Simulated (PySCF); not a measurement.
A structure optimised at PBE0-D3(BJ)/def2-SVP, used in a PySCF frequency run:

```
Ga
F 1 1.7573
N 1 1.8024 2 115.90
H 3 1.0117 1 122.78 2 164.71
H 3 1.0124 4 111.76 1 154.75
N 1 1.8024 2 115.90 3 -180.00
H 6 1.0117 1 122.78 2 164.71
H 6 1.0124 7 111.76 1 154.75
```

Q: Write its SMILES, formula and point group.

A: [NH2][Ga]([NH2])[F], FGaH₄N₂, C2

Q: What are its rotational constants (standard atomic weights)?

A: 6.1532, 5.4832, 2.9040 GHz
